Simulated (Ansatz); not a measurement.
Cost and result for the atomization energy of `OB[Si](F)([SiH3])Cl` (11 atoms, 10 bonds).

Cartesian coordinates in Å:
```
O 0.631 -1.837 1.147
B 1.314 -1.219 0.162
Si 0.529 0.504 -0.563
F 0.757 0.569 -2.151
Si -1.719 0.988 -0.107
Cl 1.667 2.018 0.269
H 1.060 -2.629 1.486
H 2.356 -1.668 -0.236
H -2.079 2.310 -0.683
H -1.915 1.020 1.366
H -2.600 -0.059 -0.690
```

Total charge 0; spin multiplicity 1. The structure was optimised at the PBE0-D4/def2-TZVP level. It is one conformer, not always the lowest. Program: Ansatz. All runs use 4 threads of an Arm Neoverse V2 on a shared host. Times are those of one run each, without the atoms' runs, and a repeat can differ threefold. Electronic energies, without spin–orbit coupling; frozen cores. CCSD(T)/CBS adds CCSD(T) − MP2 in def2-TZVPP to the MP2 limit, and its time is that of the two runs behind it. T1 = 0.013. B3LYP takes the VWN-RPA correlation (the form of Gaussian; ORCA's B3LYP/G).

CCSD(T)/CBS is a level of theory with its own doubt, some kJ/mol a heavy atom from the limit and from the frozen cores, so smaller differences don't rank the functionals.

```json
{"level": "PBE-D4/def2-TZVPP (with forces)", "functions": "289", "wall time": "2.9 s", "atomization (kJ/mol)": "3909.5", "difference from CCSD(T)/CBS": "33.5", "per bond": "3.3"}
{"level": "PBE0-D4/def2-TZVPP", "functions": "289", "wall time": "4.5 s", "atomization (kJ/mol)": "3849.6", "difference from CCSD(T)/CBS": "-26.4", "per bond": "-2.6"}
{"level": "r2SCAN-D4/def2-TZVPP (with forces)", "functions": "289", "wall time": "6.5 s", "atomization (kJ/mol)": "3892.3", "difference from CCSD(T)/CBS": "16.3", "per bond": "1.6"}
{"level": "B3LYP-D4/def2-TZVPP (with forces)", "functions": "289", "wall time": "7.5 s", "atomization (kJ/mol)": "3857.5", "difference from CCSD(T)/CBS": "-18.5", "per bond": "-1.8"}
{"level": "B2PLYP/def2-TZVPP", "functions": "289", "wall time": "7.5 s", "atomization (kJ/mol)": "3818.6", "difference from CCSD(T)/CBS": "-57.4", "per bond": "-5.7"}
{"level": "ωB97X-V/def2-TZVPP", "functions": "289", "wall time": "11 s", "atomization (kJ/mol)": "3897.1", "difference from CCSD(T)/CBS": "21.1", "per bond": "2.1"}
{"level": "ωB97M-V/def2-TZVPP (with forces)", "functions": "289", "wall time": "16 s", "atomization (kJ/mol)": "3882.6", "difference from CCSD(T)/CBS": "6.6", "per bond": "0.7"}
{"level": "MP2/def2-QZVPP", "functions": "531", "wall time": "31 s", "atomization (kJ/mol)": "3911.1", "difference from CCSD(T)/CBS": "35.1", "per bond": "3.5"}
{"level": "CCSD(T)/def2-TZVPP", "functions": "289", "wall time": "5.8 min", "atomization (kJ/mol)": "3763.0", "difference from CCSD(T)/CBS": "-113.0", "per bond": "-11.3"}
{"level": "CCSD(T)/CBS(def2)", "functions": "–", "wall time": "6.3 min", "atomization (kJ/mol)": "3876.0", "difference from CCSD(T)/CBS": "0.0", "per bond": "0.0"}
```

The D4 term adds +46.2 kJ/mol with B3LYP and +24.6 kJ/mol with PBE0; it sums over pairs of atoms, weighted by their polarisabilities, and B3LYP, whose exchange is more repulsive, gets the larger term. In def2-TZVPP, CCSD(T) changes the Hartree–Fock value by +860.1 kJ/mol (the triples alone add +54.7 kJ/mol) and MP2 by +940.5 kJ/mol; breaking electron pairs costs correlation energy, which Hartree–Fock lacks. From PBE to PBE0 (25 % exact exchange), in def2-TZVPP and without D4, the atomization energy moves by −56.0 kJ/mol: exact exchange takes away binding that semilocal exchange gives to molecules.
